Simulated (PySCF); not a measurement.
Name the molecule from its bond curve

A diatomic of charge 0 contains Y. Its doublet curve at PW91 in a triple-zeta basis (scalar-relativistic core potentials, PySCF), in eV from the separated fragments:

| R (Å) | E (eV) |
| --- | --- |
| 1.535 | -5.917 |
| 1.607 | -6.941 |
| 1.678 | -7.544 |
| 1.731 | -7.782 |
| 1.785 | -7.877 |
| 1.839 | -7.858 |
| 1.910 | -7.697 |
| 1.999 | -7.343 |
| 2.106 | -6.782 |
| 2.249 | -5.932 |

The fit gives ωe = 859 cm⁻¹ and the rotational constant Bₑ = 0.3833 cm⁻¹.

Which atom is the partner?

The minimum lies at 1.801 Å, so the reduced mass is 16.8576 u Å² cm⁻¹/(Bₑ·Re²) = 13.56 u. With Y at 88.91 u the partner weighs about 16.0 u: O. The molecule is YO.

Spin–orbit coupling is left out. The state is the lowest single determinant that the PBE0 search found; with open d or f shells the true ground state can be another one.
